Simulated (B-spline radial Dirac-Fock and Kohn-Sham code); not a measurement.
## X-ray form factors of gadolinium in several charge states

Method: Dirac-Fock densities. Computed with a radial atomic solver.

Configurations: Gd⁴⁹⁺ [Ne] 3s2 3p3; Gd⁵⁰⁺ [Ne] 3s2 3p2; Gd⁵²⁺ [Ne] 3s2; Gd⁵³⁺ [Ne] 3s1. The first column is f₀ of Gd⁴⁹⁺, the others are differences from it.

| s (Å⁻¹) | Gd⁴⁹⁺ | Δ Gd⁵⁰⁺ | Δ Gd⁵²⁺ | Δ Gd⁵³⁺ |
| --- | --- | --- | --- | --- |
| 0 | 15.000 | -1.000 | -3.000 | -4.000 |
| 0.05 | 14.994 | -0.999 | -2.997 | -3.996 |
| 0.1 | 14.975 | -0.996 | -2.988 | -3.984 |
| 0.15 | 14.943 | -0.991 | -2.972 | -3.963 |
| 0.2 | 14.899 | -0.983 | -2.951 | -3.935 |
| 0.25 | 14.842 | -0.974 | -2.924 | -3.899 |
| 0.3 | 14.774 | -0.963 | -2.891 | -3.855 |
| 0.35 | 14.694 | -0.950 | -2.853 | -3.803 |
| 0.4 | 14.602 | -0.935 | -2.809 | -3.745 |
| 0.45 | 14.500 | -0.918 | -2.760 | -3.680 |
| 0.5 | 14.387 | -0.900 | -2.706 | -3.608 |
| 0.6 | 14.132 | -0.859 | -2.585 | -3.447 |
| 0.7 | 13.841 | -0.813 | -2.449 | -3.264 |
| 0.8 | 13.519 | -0.762 | -2.299 | -3.064 |
| 0.9 | 13.172 | -0.708 | -2.140 | -2.851 |
| 1 | 12.803 | -0.651 | -1.973 | -2.628 |
| 1.1 | 12.420 | -0.594 | -1.802 | -2.399 |
| 1.2 | 12.026 | -0.536 | -1.630 | -2.168 |
| 1.4 | 11.226 | -0.422 | -1.292 | -1.715 |
| 1.6 | 10.439 | -0.317 | -0.977 | -1.293 |
